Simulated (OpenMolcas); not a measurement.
Mn3+, Tc3+, Re3+: d4 down the group

```json
{"Program": "OpenMolcas", "Method": "MS-CASPT2, IPEA 0.25 Eh, imaginary shift 0.1 Eh", "Basis": "ANO-RCC-VQZP", "Scalar Hamiltonian": "DKH2, point nucleus", "Spin-orbit coupling": "state interaction with AMFI integrals over the reference wave functions, term energies averaged over their components"}
```

Active space for each ion: 4 electrons in 5 orbitals (d); closed shells correlated by CASPT2: Mn3+ 3s 3p; Tc3+ 4s 4p; Re3+ 5s 5p.

Computed levels in cm-1 above 5D0:

| Level | Mn3+ | Tc3+ | Re3+ |
| --- | --- | --- | --- |
| 5D1 | 101 | 343 | 3260 |
| 5D2 | 297 | 935 | 6290 |
| 5D3 | 580 | 1691 | 8730 |
| 5D4 | 939 | 2560 | 10530 |
| 3P0(1) | 20560 | 14360 | 15450 |
| 3P1(1) | 21160 | 16120 | 20710 |
| 3H4 | 21250 | 15560 | 17770 |
| 3H5 | 21460 | 16370 | 21890 |
| 3H6 | 21700 | 17070 | 23810 |
| weight of 5D in the lowest level (%) | 100 | 98 | 67 |

Mixed levels, with the weight of the term that names them: Re3+ 5D0 (67 %), Re3+ 3P0(1) (56 %), Re3+ 3H4 (58 %).

Measured, with the error of the calculation in %. Measured levels: Mn3+ from Corliss and Sugar, J. Phys. Chem. Ref. Data 6, 1253 (1977); Re3+ from the list in Brasseur, Gamrath and Quinet, At. Data Nucl. Data Tables 157, 101636 (2024).

```tsv
Level	Mn3+	Re3+
5D1	99.0 (+1.8)	3084 (+5.8)
5D2	287 (+3.5)	5979 (+5.2)
5D3	552 (+5.0)	8350 (+4.6)
5D4	886 (+6.0)	10121 (+4.0)
3P0(1)	20654 (-0.5)	
3P1(1)	21279 (-0.5)	19340 (+7.1)
3H4	21281 (-0.2)	16946 (+4.9)
3H5	21475 (-0.1)	20930 (+4.6)
3H6	21679 (+0.1)	22896 (+4.0)
```

The fine-structure level 5D4 changes by a factor of 11.2 from Mn3+ to Re3+.

Without spin-orbit coupling 3P(1) lies 21100, 15590, 13530 cm-1 above 5D in that order; the difference to the level 3P0(1), of either sign, comes from spin-orbit coupling, which also lowers the zero.

CASPT2 breaks the degeneracy within a term, and the mean is taken; among the terms shown or strongly mixed into the levels shown the widest spread is 1000 cm-1 (5d4 1I, Re3+). The CASPT2 spread within a term exceeds the gap to the next term for 3d4 3H and 3d4 3P(1), so the order of their levels is uncertain (figures for Mn3+; the like holds for Re3+). Measured partners are found by configuration, term and J. A level has none where our copy of the source lacks it or the pairing is in doubt (some pairs that miss far off the trend of their configuration count as doubtful), and it then counts in no deviation. Levels of configurations outside the active space are missing.

A number in round brackets counts repeated terms of one configuration in the order of the reference energies.
